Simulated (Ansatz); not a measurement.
Total energies of the cluster Cu₂F⁺ (the lowest singlet isomer of a short search) from Ansatz at r2SCAN-D4/def2-TZVP, gas phase (1 Eh = 27.2114 eV = 2625.5 kJ/mol). The reference geometry is relaxed at PBE-D4/def2-TZVP.

```xyz
3

Cu    0.6939   -1.3108    1.1354
Cu   -0.6930    1.3067   -1.1408
F    -0.0010    0.0042    0.0053
```

```csv
state,geometry,energy (Eh)
charge 1 singlet,reference,-3380.62020
charge 0 doublet,reference,-3380.85121
charge 1 triplet,relaxed at PBE-D4/def2-TZVP,-3380.54599
charge 1 quintet,relaxed at PBE-D4/def2-TZVP,-3380.43367
```

**Question.** Work out the vertical electron affinity, to the doublet.

**Answer.** E(charge 1 singlet) − E(charge 0 doublet) = -3380.62020 − (-3380.85121) = 0.23101 Eh = 6.29 eV.

**Question.** Which of the charge 1 states is lowest, and how far above it are the others?

**Answer.** The singlet. triplet: -3380.54599 − (-3380.62020) = 0.07421 Eh = 194.8 kJ/mol; quintet: -3380.43367 − (-3380.62020) = 0.18653 Eh = 489.7 kJ/mol.

The structure comes from a short search, and lower isomers may exist.
